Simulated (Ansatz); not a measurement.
CH9NSi2 can be A, `CN[SiH2][SiH3]`, or B, `C[SiH2]N[SiH3]`.

Program: Ansatz. Geometries: PBE0-D4/def2-TZVP. ΔE: electronic, gas phase. CCSD(T)/CBS is the MP2 limit (def2-TZVPP, def2-QZVPP) plus CCSD(T) − MP2 in def2-TZVPP, frozen cores. Functionals use def2-TZVPP. Each species was taken in one conformer, which may not be the lowest.

A:

Z-matrix (Å, degrees):
```
C
N 1 1.448
H 1 1.093 2 109.5
H 1 1.093 2 110.8 3 -117.7
H 1 1.098 2 113.9 3 120.2
Si 2 1.722 1 122.6 3 -37.9
H 2 1.008 1 113.6 3 171.6
Si 6 2.354 2 115.3 1 -62.4
H 6 1.491 2 108.4 1 58.0
H 6 1.489 2 107.1 1 176.3
H 8 1.490 6 110.9 2 -61.9
H 8 1.490 6 111.2 2 177.7
H 8 1.491 6 110.9 2 57.6
```

B:

Z-matrix (Å, degrees):
```
C
Si 1 1.865
H 1 1.094 2 110.6
H 1 1.093 2 110.9 3 120.2
H 1 1.093 2 111.0 3 -119.6
N 2 1.730 1 112.8 3 179.6
H 2 1.491 1 108.4 3 57.3
H 2 1.487 1 110.4 3 -61.8
Si 6 1.724 2 128.4 1 114.8
H 6 1.011 2 115.9 1 -70.0
H 9 1.489 6 109.9 2 -142.1
H 9 1.491 6 113.5 2 97.9
H 9 1.485 6 108.1 2 -22.2
```

Question: Which isomer does CCSD(T)/CBS put lower? Give the gap. (Best estimate.)

Answer: Ansatz gave: B, by 146.6 kJ/mol.

Question: Give E(B) − E(A) in kJ/mol with BLYP-D4, MP2/def2-TZVPP, ωB97M-V, HF/def2-TZVPP, PBE0-D4, B2PLYP, LDA (SPW92). (Estimate.)

Answer: Ansatz gave: BLYP-D4 -132.2, MP2/def2-TZVPP -156.1, ωB97M-V -148.8, HF/def2-TZVPP -153.6, PBE0-D4 -129.2, B2PLYP -145.6, LDA (SPW92) -122.6. None reverses the order clearly.

Largest T1 diagnostic: 0.012.

From PBE to PBE0 (25 % exact exchange), in def2-TZVPP and without D4, E(B) − E(A) moves by −8.7 kJ/mol. Leaving LDA and LC-ωPBE aside and taking each functional with its dispersion term where it has one, the values, not all of them listed here, spread over 28.1 kJ/mol, from ωB97M-V to PBE-D4.
